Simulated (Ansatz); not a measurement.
Consider the cleavage of the Sn–Si bond: `O[SiH2][SnH2][Cl]` + HCl → `[Cl][SnH2][Cl]` + `O[SiH3]`.

Calculated with Ansatz (gas phase, PBE0-D4/def2-TZVP geometries, no zero-point term in ΔE). CCSD(T)/CBS adds triple-zeta CCSD(T) − MP2 to the extrapolated MP2 energy (def2 sets, frozen cores). This one scheme is used for every species. Functionals use def2-TZVPP. def2 core potentials past Kr. For Sn outer-core shells are correlated without core-valence functions, which leaves a few kJ/mol of doubt a bond. Each species was taken in one conformer, which may not be the lowest.

```
       level  ΔE (eV)
     PBE0-D4    -0.54
     ωB97M-V    -0.64
      B2PLYP    -0.69
HF/CBS(def2)    -0.98
```

**Question.** What does CCSD(T)/CBS give? (Estimate.)

**Answer.** Computed: -0.63 eV. The listed levels differ from it by 0.09, -0.01, -0.06, -0.35 eV.

Largest T1 diagnostic among the species: 0.012.

From PBE to PBE0 (25 % exact exchange), in def2-TZVPP and without D4, ΔE moves by −0.06 eV. In def2-TZVPP, CCSD(T) changes the Hartree–Fock value by +0.33 eV (the triples alone add +0.03 eV) and MP2 by +0.30 eV. The D4 term adds +0.07 eV with B3LYP and +0.04 eV with PBE0; it sums over pairs of atoms, weighted by their polarisabilities, and B3LYP, whose exchange is more repulsive, gets the larger term.

B3LYP here is the variant with VWN-RPA as its local correlation; programs differ in this.
